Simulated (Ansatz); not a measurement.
**BH3Br− (SMILES [H][B-]([H])([H])Br): methods side by side**

BH3Br− has 5 atoms, charge -1, and is taken as a singlet. SMILES: `[H][B-]([H])([H])Br`. Geometry: relaxed at GFN2-xTB.

```xyz
5

B    -0.0024    0.0017   -0.1851
Br    0.0152   -0.0198    1.8429
H     1.1495    0.0105   -0.5598
H    -0.5857    1.0038   -0.5364
H    -0.5765   -0.9962   -0.5616
```

Quantity: the energy change with the B1–H5 bond stretched from 1.211 to 3.028 Å, in eV. The values are calculated.

```json
{"level": "PBE/STO-3G (restricted)", "kind": "GGA", "program": "Ansatz", "value (eV)": "6.05", "less FCI/STO-3G": "+0.31", "CPU time (all runs)": "2 s"}
{"level": "r2SCAN/STO-3G (restricted)", "kind": "meta-GGA", "program": "Ansatz", "value (eV)": "6.43", "less FCI/STO-3G": "+0.69", "CPU time (all runs)": "4.9 s"}
{"level": "PBE0/STO-3G (restricted)", "kind": "global hybrid", "program": "Ansatz", "value (eV)": "6.87", "less FCI/STO-3G": "+1.13", "CPU time (all runs)": "1.9 s"}
{"level": "HSE06/STO-3G (restricted)", "kind": "range-separated hybrid", "program": "Ansatz", "value (eV)": "6.85", "less FCI/STO-3G": "+1.11", "CPU time (all runs)": "2.5 s"}
{"level": "wB97X/STO-3G (restricted)", "kind": "range-separated hybrid", "program": "Ansatz", "value (eV)": "7.40", "less FCI/STO-3G": "+1.66", "CPU time (all runs)": "8.3 s"}
{"level": "RPA@PBE/STO-3G (restricted)", "kind": "RPA", "program": "Ansatz", "value (eV)": "5.76", "less FCI/STO-3G": "+0.02", "CPU time (all runs)": "3.1 s"}
{"level": "CCSD(T)/STO-3G (restricted)", "kind": "coupled cluster or CI", "program": "Ansatz", "value (eV)": "5.40", "less FCI/STO-3G": "-0.34", "CPU time (all runs)": "0.38 s"}
{"level": "CCSDT/STO-3G (restricted)", "kind": "coupled cluster or CI", "program": "Ansatz", "value (eV)": "5.73", "less FCI/STO-3G": "-0.01", "CPU time (all runs)": "0.74 s"}
{"level": "FCI/STO-3G", "kind": "exact in the basis", "program": "Ansatz", "value (eV)": "5.74", "less FCI/STO-3G": "0.00", "CPU time (all runs)": "16 s"}
```

FCI/STO-3G is exact within its basis and frozen core, so for wave-function methods in that basis the difference is their error; functionals converge differently with the basis, so for them it is only a difference. All-electron rows without a relativistic Hamiltonian named are non-relativistic. Sets without diffuse functions describe the anion poorly. The first shape isn't each level's own minimum. The values span 5.40 to 7.40 eV. All rows use very small basis sets, so even the best lies far from the true value. In the correlated wave-function rows the outer d shell of Br is correlated, in sets not made for it. CPU times are rough (shared hosts, several kinds of processor): they show what a rung costs within a factor of a few.
